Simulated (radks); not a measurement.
Bi68+, 15 electrons, occupied as [Ne] 3s2 3p3 (the NIST ground configuration).

Calculated with a radial shooting solver on a logarithmic mesh with Libxc functionals: scalar-relativistic Kohn-Sham, r2SCAN, spin-polarised, spherical densities, finite nucleus; open shells are filled with parallel spins first (spin-orbit coupling, left out, can overturn this in heavy ions); meta-GGA in the generalised Kohn-Sham scheme; Fermi nuclear charge, rms radius 5.5211 fm.

Energy parts (eV):
| part | energy |
|---|---|
| total | -432784.15 |
| kinetic | 507527.51 |
| electron-nucleus | -972699.47 |
| Hartree | 37479.12 |
| exchange-correlation | -5091.32 |

Orbitals (lengths in bohr, moments of r in powers of bohr; <r^-3> diverges for s and p1/2; r(max) is where P^2 peaks):
| orbital | occ. | eigenvalue (eV) | <r> | <1/r> | r(max) | <r^-3> |
|---|---|---|---|---|---|---|
| 1s up | 1 | -96629.38 | 0.01579 | 103.2 | 0.009659 | - |
| 1s down | 1 | -96608.71 | 0.01579 | 103.3 | 0.009658 | - |
| 2s up | 1 | -21988.46 | 0.06577 | 24.55 | 0.05588 | - |
| 2s down | 1 | -21980.18 | 0.06575 | 24.55 | 0.05590 | - |
| 2p up | 3 | -19666.01 | 0.05971 | 21.46 | 0.04655 | 31820 |
| 2p down | 3 | -19649.34 | 0.05972 | 21.45 | 0.04659 | 31780 |
| 3s up | 1 | -8839.669 | 0.1596 | 9.826 | 0.1513 | - |
| 3s down | 1 | -8782.574 | 0.1598 | 9.804 | 0.1514 | - |
| 3p up | 3 | -8156.853 | 0.1585 | 8.937 | 0.1498 | 8899 |
| 3p down | 0 | -8100.415 | 0.1588 | 8.925 | 0.1498 | 8882 |

The highest occupied level is 3p up at -8156.9 eV. The density falls to 0.001 e/bohr^3 at r = 0.49 bohr.
